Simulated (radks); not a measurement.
Results of a calculation; reference values are marked as such.
Problem. All-electron atom: the tungsten ion W2+ in [Xe] 4f14 5d4. Code: a radial shooting solver on a logarithmic mesh with Libxc functionals. Model: Dirac Kohn-Sham, PBEsol, spin-unpolarised, spherical densities, point nucleus; open shells fill j = l - 1/2 first.

Spin-orbit splittings of the eigenvalues, e(l+1/2) - e(l-1/2), with zeta = 2 splitting/(2l+1) and mean radii in bohr:

shell  occ.  splitting (eV)  zeta (eV)  <r> j=l-1/2  <r> j=l+1/2
2p        6            1352      901.4      0.06366      0.07162
3p        6               ?          ?       0.1906       0.2054
3d       10           63.59      25.43       0.1797       0.1842
4p        6           67.84      45.23       0.4546       0.4880
4d       10           12.50      5.000       0.5048       0.5163
4f       14           2.238     0.6395       0.6032       0.6129
5p        6           9.823      6.549        1.178        1.281
5d        4          0.8289     0.3315        1.850        1.909

Estimate the 3p splitting.

Solution. 292.3 eV (zeta = 194.9 eV).
